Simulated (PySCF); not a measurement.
# The third ionisation energy along group 4

All values are computed (PySCF 2.14, energy differences of UHF-based or UKS calculations, no spin-orbit coupling). Values in eV. The last column holds reference values (NIST; (s) semi-empirical, (t) theoretical, else measured). Unmarked ones compare directly (S terms, centres of terms, or small fine structure); those marked * lie between the lowest fine-structure levels and include a spin-orbit shift.

```
                                 element                 configurations     LDA    PBE0  r2SCAN  MP2 (valence)  SCS-MP2 (valence)  SCS-MP2 (valence and next inner shell)           reference
    Ti (aug-cc-pwCVTZ, non-relativistic)            [Ar] 3d2 → [Ar] 3d1  28.182  27.984  28.078         26.915             26.822                                  27.359            27.492 *
Zr (aug-cc-pwCVTZ-PP with ECP28MDF, ECP)            [Kr] 4d2 → [Kr] 4d1  23.334  23.316  23.278         22.518             22.446                                  22.862        23.170 (s) *
Hf (aug-cc-pwCVTZ-PP with ECP60MDF, ECP)  [Xe] 4f14 5d2 → [Xe] 4f14 5d1  22.576  22.504  22.483         21.644             21.577                                  21.969  22.55 ± 0.04 (t) *
```

"Valence" correlates the outer s and p shells and, in groups 3 to 12 and the f block, the outer d or f shell, open or full, or the next shell where the ion has no valence electron left; the wider scheme adds the next inner shell.
